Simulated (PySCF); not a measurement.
# Telling isomers of C5H8ClF3Si apart by NMR

Level of theory: geometry: GFN2-xTB, GIAO PBE0/pcSseg-1 shieldings, in PySCF 2.14 (non-relativistic Hamiltonian, single conformer, gas phase, one averaged value for each set of equivalent atoms).

Scale: ¹H (31.72 ppm) and ¹³C (186.93 ppm) vs TMS (reference shieldings calculated alike). Splittings of carbon signals by F and P are missing where no couplings were computed. Where no couplings were computed, multiplicities follow the n + 1 count of equivalent neighbours, and m marks all less simple cases (inequivalent or close neighbours, rings, F or P nearby). Shifts are as computed. Against solution values, carbons near 30 ppm lie about +3 ppm off and those near 130 ppm about +5 ppm; carbons on Cl a further +6 ppm. Of 1309 compounds with measured shifts, 239 miss one by over three times the rms of a fit or turn the order of signals round; such compounds aren't used in these exercises. Carbons bonded to Cl come out too deshielded.

(1) Tabulate the signals of `C/C=C(/CCl)[SiH2]C(F)(F)F`, `FC(F)(F)[C@@H](Cl)[C@H]1CC[SiH2]1`, `FC(F)(F)CC1(Cl)C[SiH2]C1` and their relative energies.

(2) What is the quickest way to tell FC(F)(F)[C@@H](Cl)[C@H]1CC[SiH2]1 from FC(F)(F)CC1(Cl)C[SiH2]C1?

(3) What is the quickest way to tell C/C=C(/CCl)[SiH2]C(F)(F)F from FC(F)(F)CC1(Cl)C[SiH2]C1?

(4) What is the quickest way to tell C/C=C(/CCl)[SiH2]C(F)(F)F from FC(F)(F)[C@@H](Cl)[C@H]1CC[SiH2]1?

Results:

(1) 
```json
{"SMILES": "C/C=C(/CCl)[SiH2]C(F)(F)F", "carbon types": "2×C 1×CH 1×CH2 1×CH3", "δC": "156.4, 140.2, 135.4, 57.8, 23.6", "δH": "6.90 (q, 1H), 4.70 (m, 2H), 4.29 (s, 2H), 2.15 (d, 3H)", "E rel. (kcal/mol)": "9.2"}
{"SMILES": "FC(F)(F)[C@@H](Cl)[C@H]1CC[SiH2]1", "carbon types": "1×C 2×CH 2×CH2", "δC": "134.6, 70.0, 31.1, 26.7, 9.9", "δH": "5.19 (m, 1H), 4.79 (m, 1H), 4.32 (m, 1H), 2.72 (m, 1H), 2.36 (m, 1H), 2.23 (m, 1H), 1.85 (m, 1H), 1.41 (m, 1H)", "E rel. (kcal/mol)": "5.3"}
{"SMILES": "FC(F)(F)CC1(Cl)C[SiH2]C1", "carbon types": "2×C 3×CH2", "δC": "134.4, 70.9, 54.4, 31.4", "δH": "4.96 (m, 1H), 4.63 (m, 1H), 2.55 (m, 2H), 2.05 (m, 2H), 2.01 (m, 2H)", "E rel. (kcal/mol)": "0.0"}
```

Energies are electronic energies at PBE0/pcSseg-1 on these geometries, without zero-point or thermal terms, each for the one conformer computed, which needn't be the lowest.

(2) Count the carbon signals: 5 against 4. The first has an sp3 CH bonded to Cl at 70.0 ppm, the second a fully substituted sp3 carbon bonded to Cl (C) at 70.9 ppm. Their most deshielded carbons lie at 134.6 and 134.4 ppm.

(3) Count the carbon signals: 5 against 4. The first has an alkene CH at 156.4 ppm, the second a fully substituted sp3 carbon bonded to Cl (C) at 70.9 ppm. Their most deshielded carbons lie at 156.4 and 134.4 ppm. In the proton spectra the most deshielded non-exchanging signals are 6.90 (q, 1H) and 4.96 (m, 1H).

(4) Both give the same number of carbon signals, but DEPT or the intensities differ. The first has an alkene CH at 156.4 ppm, the second an sp3 CH bonded to Cl at 70.0 ppm. Their most deshielded carbons lie at 156.4 and 134.6 ppm. In the proton spectra the most deshielded non-exchanging signals are 6.90 (q, 1H) and 5.19 (m, 1H).
